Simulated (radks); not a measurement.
The numbers below are computed, except where a source is named.
How relativity changes the ionisation of the rhodium ion Rh+ ([Kr] 4d8) to Rh2+ ([Kr] 4d7). Spin-unpolarised spherical Kohn-Sham, PBEsol, point nucleus unless stated (finite: rms radius 4.4945 fm), a radial shooting solver on a logarithmic mesh with Libxc functionals. A level marked "c x" has the speed of light scaled by that factor and shares open shells by 2j + 1; other Dirac levels either fill j = l - 1/2 first or share by 2j + 1.

non-rel.: E(Rh+) (hartree) -4685.08691; E(Rh2+) (hartree) -4684.36009; IE (eV) 19.778; HOMO 4d; <r> HOMO (bohr) 1.528
scalar-rel.: E(Rh+) (hartree) -4781.45283; E(Rh2+) (hartree) -4780.73586; IE (eV) 19.510; HOMO 4d; <r> HOMO (bohr) 1.544
scalar-rel., finite nucleus: E(Rh+) (hartree) -4781.36799; E(Rh2+) (hartree) -4780.65102; IE (eV) 19.510; HOMO 4d; <r> HOMO (bohr) 1.544
Dirac, 2j+1 shares: E(Rh+) (hartree) -4782.36220; E(Rh2+) (hartree) -4781.64522; IE (eV) 19.510; HOMO 4d5/2; <r> HOMO (bohr) 1.553
Dirac, low j first: E(Rh+) (hartree) -4782.37404; E(Rh2+) (hartree) -4781.66493; IE (eV) 19.296; HOMO 4d5/2; <r> HOMO (bohr) 1.555
Dirac, 2j+1 shares, finite nucleus: E(Rh+) (hartree) -4782.27717; E(Rh2+) (hartree) -4781.56019; IE (eV) 19.510; HOMO 4d5/2; <r> HOMO (bohr) 1.553
Dirac, c x 0.85: E(Rh+) (hartree) -4822.68980; E(Rh2+) (hartree) -4821.97640; IE (eV) 19.412; HOMO 4d5/2; <r> HOMO (bohr) 1.563
Dirac, c x 1.25: E(Rh+) (hartree) -4746.12637; E(Rh2+) (hartree) -4745.40594; IE (eV) 19.604; HOMO 4d5/2; <r> HOMO (bohr) 1.544
Dirac, c x 1.5: E(Rh+) (hartree) -4727.03434; E(Rh2+) (hartree) -4726.31198; IE (eV) 19.656; HOMO 4d5/2; <r> HOMO (bohr) 1.539

NIST Atomic Spectra Database: 18.080 eV (semi-empirical). The relativistic part of the total energy of Rh+ is -97.19 hartree (Dirac, 2j+1 shares, finite nucleus), 2.1 % of the non-relativistic value. Spin polarisation and multiplet splitting of open shells are left out at every level.

Beside tabulated values, note that relativity, absent from the non-relativistic runs, is large for the heavy elements, and spin-unpolarised runs miss the spin-polarisation part of the exchange energy of open shells.
